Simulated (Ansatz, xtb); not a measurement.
# Ranking isomers of C2H5ClSi

3 gas-phase structures of C2H5ClSi, from a drawn sample of its isomers (lower ones may exist). Each was relaxed with GFN2-xTB:

A. `[SiH3]/C=C/Cl`, a singlet
B. `[SiH3]/C=C\Cl`, a singlet
C. `C=C([SiH3])Cl`, a singlet

Task: Which do you expect lowest at r2SCAN-D4/def2-SVP, and how would the others follow?

Result: Calculated order at r2SCAN-D4/def2-SVP: A (0.0), B (0.0), C (1.0) kcal/mol. Less than 1 kcal/mol parts A and B; B and C, so the order within those pairs means little.

Energies above the lowest of each column, in kcal/mol; the last columns are at PBE0-D3(BJ)/def2-SVP geometries:

```tsv
structure	GFN2-xTB	HF/STO-3G	r2SCAN-D4/def2-SVP	PBE0-D3(BJ)/def2-SVP	CCSD(T)/def2-SVP + ΔMP2/def2-TZVPP
A	0.0	0.0	0.0	0.1	0.0
B	0.2	1.4	0.0	0.0	0.6
C	0.4	0.6	1.0	1.1	0.6
```

Every level run on A puts it lowest or level with the lowest. CCSD(T)/def2-SVP + ΔMP2/def2-TZVPP orders those it was run on as A (0.0), C (0.6), B (0.6) kcal/mol. Less than 1 kcal/mol parts A and C; C and B, so the order within those pairs means little. ΔMP2 is the change of the MP2 energy from the smaller to the larger basis.

Programs: Ansatz 0.2.0, xtb 6.7.1.
